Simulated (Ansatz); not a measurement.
F6Si2, triplet, at the geometry of the source list (a higher spin typed on purpose: for a closed-shell molecule this is an excited state). Base run: PBE/6-311G** run with Ansatz (a program for electronic structure).

Ansatz was given this input:
Ansatz 0.2 input:
```yaml
crystal:
  periodic: [false, false, false]
  atoms:
    - {symbol: F, position_ang: [1.90460000, -0.27700000, -1.23620000]}
    - {symbol: Si, position_ang: [1.11560000, -0.06470000, 0.11950000]}
    - {symbol: F, position_ang: [1.77810000, 1.22330000, 0.75800000]}
    - {symbol: F, position_ang: [1.60380000, -1.25280000, 1.04440000]}
    - {symbol: Si, position_ang: [-1.11560000, 0.06470000, -0.11950000]}
    - {symbol: F, position_ang: [-1.60380000, 1.25280000, -1.04440000]}
    - {symbol: F, position_ang: [-1.77810000, -1.22330000, -0.75800000]}
    - {symbol: F, position_ang: [-1.90460000, 0.27700000, 1.23620000]}
basis:
  gaussian:
    orbitals: 6-311G__.json
hamiltonian:
  xc: pbe
magnetization: {spin_polarized: true, initial_magnetization: 2}
```
The basis file holds 6-311G** in the JSON format of the Basis Set Exchange.

Variants of this job, named by their change:

| change | ΔE vs base (eV) |
|---|---|
| base | 0.00 |
| occupation = up:Ag:21 Au:21 down:Ag:20 Au:20 | 0.00 |
| symmetry_tolerance_ang = 0.01 | 0.00 |
| occupation = up:Ag:22 Au:20 down:Ag:20 Au:20 | 4.52 |
| occupation = up:Ag:20 Au:22 down:Ag:20 Au:20 | 7.40 |

Ansatz warned in this series: the atoms lie near a larger point group.
